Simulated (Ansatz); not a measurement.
Start from `[CH3][GeH]([SiH3])[SH]` and change one atom or group to get `[SiH3][GeH2][SH]`.

Ansatz, PBE0-D4/def2-TZVP geometries, multiplicity 1. Each molecule was computed in one conformer, which needn't be the lowest.

Scalar relativity is left out up to krypton.

| property | `[CH3][GeH]([SiH3])[SH]` |
| --- | --- |
| HOMO–LUMO gap (ωB97M-V/def2-TZVPP) / eV | 10.61 |
| LUMO energy (B3LYP/def2-TZVPP) / eV | -0.46 |
| size of the dipole moment (B3LYP/def2-TZVPP) / D | 1.39 |
| HOMO–LUMO gap (PBE/def2-TZVPP) / eV | 4.72 |
| HOMO–LUMO gap (PBE0/def2-TZVPP) / eV | 6.74 |
| HOMO energy (B3LYP/def2-TZVPP) / eV | -6.76 |

**Question.** Give the same properties after the change, and the shifts. (An estimate is asked.)

**Answer.** Ansatz gave: 
| property | `[SiH3][GeH2][SH]` | shift |
| --- | --- | --- |
| HOMO–LUMO gap (ωB97M-V/def2-TZVPP) / eV | 10.92 | 0.31 |
| LUMO energy (B3LYP/def2-TZVPP) / eV | -0.54 | -0.08 |
| size of the dipole moment (B3LYP/def2-TZVPP) / D | 1.18 | -0.21 |
| HOMO–LUMO gap (PBE/def2-TZVPP) / eV | 4.86 | 0.14 |
| HOMO–LUMO gap (PBE0/def2-TZVPP) / eV | 6.94 | 0.20 |
| HOMO energy (B3LYP/def2-TZVPP) / eV | -7.02 | -0.26 |

With PBE0 the HOMO falls by 0.28 eV and the LUMO falls by 0.08 eV, so the gap widens by about 0.20 eV. PBE moves the HOMO by -0.22 eV and ωB97M-V by -0.36 eV. Dipoles are sizes alone; their direction can turn.

B3LYP here is the variant with VWN-RPA as its local correlation; programs differ in this.
